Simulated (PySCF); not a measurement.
C2H6Si, SMILES C1C[SiH2]1. Atoms are numbered in the order given.

```xyz
9

C      0.0000     0.7762     0.8446
C      0.0000    -0.7762     0.8446
Si     0.0000     0.0000    -0.8364
H      0.9014     1.2541     1.2101
H     -0.9014     1.2541     1.2101
H     -0.9014    -1.2541     1.2101
H      0.9014    -1.2541     1.2101
H      1.2390     0.0000    -1.6331
H     -1.2390     0.0000    -1.6331
```

Geometry: B3LYP-D3(BJ)/def2-TZVP.

Level of theory: PBE/pcJ-1 in PySCF.

Isotropic couplings with Fermi-contact, spin-dipole and both spin-orbit terms, one fixed conformer, no vibrational averaging. Isotopes: 13C, 1H, 29Si.

Computed spin–spin coupling constants:
```
pair    bonds apart  J (Hz)
------  -----------  ------
C1–C2             1     5.4
C1–Si3            1   -16.8
C1–H4             1   149.7
C1–H5             1   149.7
C2–Si3            1   -16.8
C2–H6             1   149.7
C2–H7             1   149.7
Si3–H8            1  -245.2
Si3–H9            1  -245.2
C1–H6             2    -1.7
C1–H7             2    -1.7
C1–H8             2     0.9
C1–H9             2     0.9
C2–H4             2    -1.7
C2–H5             2    -1.7
C2–H8             2     0.9
C2–H9             2     0.9
Si3–H4            2     3.4
Si3–H5            2     3.4
Si3–H6            2     3.4
Si3–H7            2     3.4
H4–H5             2   -10.0
H6–H7             2   -10.0
H8–H9             2    25.2
H4–H6             3     8.4
H4–H7             3    13.7
H4–H8             3     3.4
H4–H9             3     1.6
H5–H6             3    13.7
H5–H7             3     8.4
H5–H8             3     1.6
H5–H9             3     3.4
H6–H8             3     1.6
H6–H9             3     3.4
H7–H8             3     3.4
H7–H9             3     1.6
```
